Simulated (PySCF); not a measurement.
Gas-phase equilibrium of 1 mol GeCl₄, 0.27 mol H₂ at 600 K and 1.01 bar, among 17 species (GeH₄, Ge₂H₆, GeH₃Cl, HCl, GeCl₃, H, H₂, Ge₃H₈, GeHCl₃, GeH₃, GeCl₄, Cl, Cl₂, GeCl₂, GeHCl, GeH₂, GeH₂Cl₂). Only gases are allowed; each row takes one source of thermochemistry for all species, and Cantera finds the minimum.

Method: PySCF energies plus ideal-gas RRHO corrections (1 bar). † marks an energy on the PBE0/def2-TZVP geometry and frequencies. MP2 freezes the core. The species in the table below are closed-shell singlets. Ge: all electrons, no relativistic terms. MP2 isn't extrapolated to the basis-set limit. The harmonic model lacks anharmonicity and excited electronic states, which grow with temperature; levels with a mode under 35 cm⁻¹ are left out.

Molecules larger than those listed are left out, and so are free Ge atoms, whose spin-orbit terms are large.

With HF/def2-TZVP† thermochemistry: GeCl₄ 0.71, H₂ 0.14, HCl 0.080, GeHCl₃ 0.069, GeCl₂ 0.0052.

### Question
How far does the composition move with the other sources (MP2/def2-TZVPP†, PBE/def2-TZVP†, PBE0/def2-SVP†, r2SCAN/def2-TZVP†, ωB97M-V/def2-TZVP†)?

### Answer
```json
[
 {"thermochemistry": "HF/def2-TZVP†", "x GeCl₄": "0.71", "x H₂": "0.14", "x HCl": "0.080", "x GeHCl₃": "0.069", "x GeCl₂": "0.0052"},
 {"thermochemistry": "MP2/def2-TZVPP†", "x GeCl₄": "0.78", "x H₂": "0.20", "x HCl": "0.012", "x GeHCl₃": "0.012", "x GeCl₂": "0.00019"},
 {"thermochemistry": "PBE/def2-TZVP†", "x GeCl₄": "0.67", "x H₂": "0.13", "x HCl": "0.13", "x GeHCl₃": "0.0037", "x GeCl₂": "0.062"},
 {"thermochemistry": "PBE0/def2-SVP†", "x GeCl₄": "0.74", "x H₂": "0.17", "x HCl": "0.050", "x GeHCl₃": "0.037", "x GeCl₂": "0.0062"},
 {"thermochemistry": "r2SCAN/def2-TZVP†", "x GeCl₄": "0.77", "x H₂": "0.20", "x HCl": "0.017", "x GeHCl₃": "0.011", "x GeCl₂": "0.0033"},
 {"thermochemistry": "ωB97M-V/def2-TZVP†", "x GeCl₄": "0.76", "x H₂": "0.19", "x HCl": "0.034", "x GeHCl₃": "0.0097", "x GeCl₂": "0.012"}
]
```
The most sensitive of these is GeCl₂: it spans a factor of 10^2.5 over these rows; at this temperature one factor of ten is RT ln 10 = 11 kJ/mol.
